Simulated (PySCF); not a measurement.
Species: C8H12Ge.
Bonds: C1–C2 (double), C2–Ge3, Ge3–C4, C4–C5 (double), Ge3–C6, C6–C7 (double), Ge3–C8, C8–C9 (double). Hydrogens: H10, H11 on C1; H12 on C2; H13 on C4; H14, H15 on C5; H16 on C6; H17, H18 on C7; H19 on C8; H20, H21 on C9.

Torsions of this conformer, `[CH2:1]=[CH:2][Ge:3]([CH:4]=[CH2:5])([CH:6]=[CH2:7])[CH:8]=[CH2:9]`: C1–C2–Ge3–C4 136°, C2–Ge3–C4–C5 -138°, C2–Ge3–C6–C7 -135°, C2–Ge3–C8–C9 -130°.

The closed-shell ground state was solved at several levels (PySCF, density fitting, gas phase). One conformer (not necessarily the lowest) at the PBE0-D3(BJ)/def2-SVP geometry, without solvent, vibrations or thermal averaging. Relativistic effects, spin–orbit coupling among them, are left out although an element past zinc is present.

```tsv
level	basis functions	HOMO (eV)	LUMO (eV)	gap (eV)	dipole (D)
B3LYP/pcSseg-1	237	-7.36	-0.70	6.66	0.16
CAM-B3LYP/def2-SVPD	294	-8.91	0.54	9.45	0.16
```

(1) Estimate the row for PBE0/pcSseg-1, a basis of 237 functions; the other rows only guide the guess.

(2) Over all these levels, which gives the widest orbital gap and which the narrowest?

(3) How far do the dipole and the HOMO energy spread over the levels?

Results:

(1) HOMO -7.59 eV, LUMO -0.51 eV, gap 7.08 eV, dipole 0.21 D.

(2) CAM-B3LYP/def2-SVPD (range-separated hybrid) has the widest, 9.45 eV, and B3LYP/pcSseg-1 (global hybrid, 20 % exact exchange) the narrowest, 6.66 eV. Functional and basis both differ between the two, so the spread mixes both effects.

(3) The dipole runs from 0.16 to 0.21 D (mean 0.18 D) and the HOMO from -8.91 to -7.36 eV.
